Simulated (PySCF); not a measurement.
**Broadened absorption spectrum of C3H3BrO2**

Species: C₃H₃BrO₂.
SMILES: `O=C(O)/C=C/Br`

Level of theory: TDDFT PBE0/def2-SVPD, vertical, gas phase, core orbitals frozen in the response (PySCF 2.14.0, density-fitted response routines). The structure is a single PBE0-D3(BJ)/def2-SVP conformer in the gas phase; no vibrational or solvent corrections. Relativistic effects, spin–orbit coupling among them, are left out although an element past zinc is present. Torsions of this conformer, `[O:1]=[C:2]([OH:3])/[CH:4]=[CH:5]/[Br:6]`: O1–C2–C4–C5 1°, H–O3–C2–O1 0°.

Computed states:

| state | E (eV) | f |
| --- | --- | --- |
| S1 | 4.79 | 0.0001 |
| S2 | 5.40 | 0.379 |
| S3 | 5.52 | 0.0003 |
| S4 | 6.15 | 0.0006 |
| S5 | 6.76 | 0.020 |
| S6 | 6.87 | 0.0061 |
| S7 | 7.41 | 0.0037 |
| S8 | 7.49 | 0.0093 |
| S9 | 7.58 | 0.063 |
| S10 | 7.59 | 0.0008 |

Broadening: Gaussians 0.5 eV wide at half height, area fixed by f = 4.319×10⁻⁹ ∫ε dν̃. The width is an assumption, not a result. The curve ends short of the highest state used, and states not computed would add to its high-energy end.

Q: What does the envelope look like, and where are its maxima?

A: 
| E (eV) | ε (L mol⁻¹ cm⁻¹) |
| --- | --- |
| 4.04 | 0 |
| 4.13 | 0 |
| 4.21 | 0 |
| 4.30 | 0 |
| 4.38 | 1 |
| 4.46 | 2 |
| 4.55 | 8 |
| 4.63 | 29 |
| 4.72 | 118 |
| 4.80 | 365 |
| 4.89 | 1106 |
| 4.97 | 2557 |
| 5.05 | 5133 |
| 5.14 | 9492 |
| 5.22 | 14100 |
| 5.31 | 18573 |
| 5.39 | 20407 |
| 5.48 | 19148 |
| 5.56 | 15562 |
| 5.65 | 10402 |
| 5.73 | 6256 |
| 5.81 | 3269 |
| 5.90 | 1339 |
| 5.98 | 534 |
| 6.07 | 181 |
| 6.15 | 90 |
| 6.24 | 93 |
| 6.32 | 159 |
| 6.40 | 295 |
| 6.49 | 547 |
| 6.57 | 837 |
| 6.66 | 1156 |
| 6.74 | 1337 |
| 6.83 | 1349 |
| 6.91 | 1204 |
| 6.99 | 1007 |

Maxima: 229 nm (5.40 eV), ε about 20000, made up of S2 (100%); 183 nm (6.79 eV), ε about 1400, made up of S5 (77%) and S6 (22%) (ε in L mol⁻¹ cm⁻¹; maxima over ε = 5, shares over 10%).

Q: What would ε be at 5.40 eV, the highest of these maxima, with half the width (0.25 eV)?

A: About 40900 L mol⁻¹ cm⁻¹ against 20400, a factor of about 2.00; a lone state at its own centre would give exactly 2.

Q: On this curve, what absorbance would a 10⁻³ mol/L sample give at 254 nm over a 1 cm path?

A: 254 nm is 4.881 eV, where ε is about 1000 L mol⁻¹ cm⁻¹, so A = ε c l ≈ 1 (Beer–Lambert, with the gas-phase spectrum and the assumed width).

Q: Coming from long wavelengths, where does ε first pass 100 L mol⁻¹ cm⁻¹?

A: At about 263 nm (4.71 eV), 0.08 eV below S1.

All these states lie below the vertical ionisation energy of 9.98 eV (ΔSCF).

Time: 4.3 min wall, 3.4 min CPU. Hardware: one thread of an x86-64 server, no GPU, shared host.
